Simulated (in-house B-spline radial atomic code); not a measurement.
Mg V (Mg4+): [He] 2s2 2p4

Method: non-relativistic OLYP, spin-polarised, spherical fractional occupations, point nucleus. Calculated with an all-electron radial atomic-structure program (B-spline basis).

Effective charges: Z_r = [3n² - l(l+1)]/(2<r>) from the radius, Z_e = n√(-2ε) from the energy, and Slater's rules. Values are occupation-weighted means over spin.

| shell | electrons | ε (eV) | <r> (bohr) | Z_r | Z_e | Slater |
| --- | --- | --- | --- | --- | --- | --- |
| 1s | 2 | -1356.4 | 0.1307 | 11.48 | 9.98 | 11.70 |
| 2s | 2 | -160.43 | 0.6498 | 9.23 | 6.87 | 8.55 |
| 2p | 4 | -130.42 | 0.604 | 8.28 | 6.19 | 8.55 |

The least bound orbital is 2p down at -124.7 eV, while the most diffuse is 2s down (<r> = 0.6545 bohr against 0.6158 bohr): energy order and size order differ.

The density falls to 0.001 bohr⁻³ at 1.9 bohr; Σ<r²> = 2.864 bohr² gives, by the non-relativistic formula and without the paramagnetism of open shells, a Langevin diamagnetic susceptibility of -2.268×10⁻⁶ cm³/mol.
